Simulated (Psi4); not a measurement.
HF5OW, singlet, at a GFN2-xTB geometry (such geometries of metal compounds can be far from the true shape) (core potentials on W), with bond 4-1 at 2.0 times its length; R2SCAN/def2-SV(P) in Psi4.

The Psi4 input:
```
memory 2 GB

molecule {
0 1
W     0.00634034   -0.01303555    0.00301076
F    -0.78081071    1.60532460   -0.37077427
F     1.41436142    0.93232006    0.77031304
F     1.67920948    0.20063623   -3.31598708
F    -0.89290696    0.00926971    1.63268256
F    -1.46449346   -0.82925000   -0.79411864
O     0.78305903   -1.60994707    0.37184191
H     1.19601609   -2.45897504    0.56793790
}

set {
  basis def2-sv(p)
  df_basis_scf cc-pvtz-jkfit
}

energy('r2scan')
print_variables()
```

**Question.** What does Psi4 print? Leave out banner, timings and long lists.

**Answer.** 
```
   => Loading Basis Set <=

    Name: DEF2-SV(P)
    Role: ORBITAL
    Keyword: BASIS

    !!!  WARNING: ECP capability is in beta. Please check occupations closely.  !!!

         ---------------------------------------------------------
                                   SCF
               by Justin Turney, Rob Parrish, Andy Simmonett
                          and Daniel G. A. Smith
                              RKS Reference
         ---------------------------------------------------------

  ==> Geometry <==

    Molecular point group: c1
    Full point group: C1

    Geometry (in Angstrom), charge = 0, multiplicity = 1:

       Center              X                  Y                   Z               Mass
    ------------   -----------------  -----------------  -----------------  -----------------
         W           -0.041129706992    -0.032693089780     0.112499403078   183.950930920000
         F           -0.828280756992     1.585667060220    -0.261285626922    18.998403162730
         F            1.366891373008     0.912662520220     0.879801683078    18.998403162730
         F            1.631739433008     0.180978690220    -3.206498436922    18.998403162730
         F           -0.940377006992    -0.010387829780     1.742171203078    18.998403162730
         F           -1.511963506992    -0.848907539780    -0.684629996922    18.998403162730
         O            0.735588983008    -1.629604609780     0.481330553078    15.994914619570
         H            1.148546043008    -2.478632579780     0.677426543078     1.007825032230

  Running in c1 symmetry.

  Rotational constants: A =      0.06580  B =      0.03751  C =      0.03696 [cm^-1]
  Rotational constants: A =   1972.70425  B =   1124.65615  C =   1108.08227 [MHz]
  Nuclear repulsion =  403.293594576801695

  Charge       = 0
  Multiplicity = 1
  Electrons    = 68
  Nalpha       = 34
  Nbeta        = 34

  ==> Algorithm <==

  SCF Algorithm Type is DF.
  DIIS enabled.
  MOM disabled.
  Fractional occupation disabled.
  Guess Type is SAD.
  Energy threshold   = 1.00e-06
  Density threshold  = 1.00e-06
  Integral threshold = 1.00e-12

  ==> Primary Basis <==

  Basis Set: DEF2-SV(P)
    Blend: DEF2-SV(P)
    Number of shells: 49
    Number of basis functions: 111
    Number of Cartesian functions: 119
    Spherical Harmonics?: true
    Max angular momentum: 2

  Core potential: DEF2-SV(P)
    Number of shells: 4
    Number of ECP primitives: 10
    Number of ECP core electrons: 60
    Max angular momentum: 3

  ==> DFT Potential <==

   => LibXC <=

    Version 7.1.2
    S. Lehtola, C. Steigemann, M. J. T. Oliveira, and M. A. L. Marques,  SoftwareX 7, 1–5 (2018) (10.1016/j.softx.2017.11.002)

   => Composite Functional: R2SCAN <=

    r2SCAN Meta-GGA XC Functional  (0.1021/acs.jpclett.0c02405)
    J. W. Furness, A. D. Kaplan, J. Ning, J. P. Perdew, J. Sun  J. Phys. Chem. Lett.  11, 8208–8215, 2020

    Deriv               =              1
    GGA                 =           TRUE
    Meta                =           TRUE

    Exchange Hybrid     =          FALSE
    MP2 Hybrid          =          FALSE

   => Exchange Functionals <=

    1.0000   XC_MGGA_X_R2SCAN

   => Correlation Functionals <=

    1.0000   XC_MGGA_C_R2SCAN

   => LibXC Density Thresholds  <==

    XC_MGGA_C_R2SCAN:  1.00E-15
    XC_MGGA_X_R2SCAN:  1.00E-11

   => Molecular Quadrature <=

    Radial Scheme          =       TREUTLER
    Pruning Scheme         =           NONE
    Nuclear Scheme         =       TREUTLER

    Blocking Scheme        =         OCTREE
    BS radius alpha        =              1
    Pruning alpha          =              1
    Radial Points          =             75
    Spherical Points       =            302
    Total Points           =         174728
    Total Blocks           =           1384
    Max Points             =            256
    Max Functions          =            106
    Weights Tolerance      =       1.00E-15

Traceback (most recent call last):
  File "psi4", line 375, in <module>
  File "<string>", line 29, in <module>
  File "site-packages/psi4/driver/driver.py", line 533, in energy
  File "site-packages/psi4/driver/procrouting/proc.py", line 2760, in run_scf
  File "site-packages/psi4/driver/procrouting/proc.py", line 1939, in scf_helper
  File "site-packages/psi4/driver/procrouting/proc.py", line 1462, in scf_wavefunction_factory
  File "site-packages/psi4/driver/p4util/python_helpers.py", line 169, in _pybuild_basis
  File "site-packages/psi4/driver/qcdb/libmintsbasisset.py", line 722, in pyconstruct
  File "site-packages/psi4/driver/qcdb/libmintsbasisset.py", line 976, in construct

psi4.driver.qcdb.exceptions.BasisSetNotFound: BasisSet::construct: Unable to find a basis set for atom 1 for key JKFIT among:
  Shell Entries: ['W']
  Basis Sets: [('CC-PVTZ-JKFIT', 'CC-PVTZ-JKFIT', None)]
  File Path: tmpv0dsc83h, tmpv0dsc83h, basis
  Input Blocks:

Printing out the relevant lines from the Psithon --> Python processed input file:
    H     1.19601609   -2.45897504    0.56793790
    """)
    core.IO.set_default_namespace("")
    core.set_global_option("BASIS", "def2-sv(p)")
    core.set_global_option("DF_BASIS_SCF", "cc-pvtz-jkfit")
--> energy('r2scan')
    print_variables()

!----------------------------------------------------------------------------------!
!                                                                                  !
!  BasisSet::construct: Unable to find a basis set for atom 1 for key JKFIT among: !
!   Shell Entries: ['W']                                                           !
!   Basis Sets: [('CC-PVTZ-JKFIT', 'CC-PVTZ-JKFIT', None)]                         !
!   File Path: tmpv0dsc83h, !
!     tmpv0dsc83h,          !
!     basis                                          !
!   Input Blocks:                                                                  !
!                                                                                  !
!----------------------------------------------------------------------------------!

QcdbException BasisSetNotFound: BasisSet::construct: Unable to find a basis set for atom 1 for key JKFIT among:
  Shell Entries: ['W']
  Basis Sets: [('CC-PVTZ-JKFIT', 'CC-PVTZ-JKFIT', None)]
  File Path: tmpv0dsc83h, tmpv0dsc83h, basis
  Input Blocks:
```

The program refused the input.
